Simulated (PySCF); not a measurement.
## PbN: from constants to spectrum

ROHF-MP2 constants of PbN, doublet, unpaired electrons π ↑ (PySCF, scalar-relativistic core potentials, basis sets Pb def2-SVP with ECP60, N def2-SVP; masses 207.9766 and 14.0031 u):

| Quantity | Value |
| --- | --- |
| ωe | 544.6 cm⁻¹ |
| ωexe | 3.54 cm⁻¹ |
| Be | 0.2896 cm⁻¹ |
| αe | 0.00260 cm⁻¹ |
| D (centrifugal) | 3.28e-07 cm⁻¹ |
| De to Pb + N | 1.43 eV |

Give the vibrational terms G(v) and spacings up to v = 3.

G(v) = ωe(v+½) − ωexe(v+½)².

```
v  G(v) (cm⁻¹)  G(v) − G(v−1)  Bv (cm⁻¹)
0          271                    0.2883
1          809            538     0.2857
2         1339            530     0.2831
3         1863            523     0.2805
```

How well does the Morse estimate ωe²/(4ωexe) reproduce De, and what is D0?

It gives 2.60 eV, 182 % of the computed De. D0 = De − G(0) = 1.43 − 0.03 = 1.40 eV.

Correlated steps freeze 5 core orbitals. Correlated levels converge slowly with the basis: in double zeta they bind strong bonds too weakly, by up to about 1 eV, and carry superposition errors of some tenths. These are scalar-relativistic numbers at best; spin–orbit coupling would shift them, the dissociation energy most. The state is the lowest determinant that a PBE0 search found; another state may lie lower at other levels.
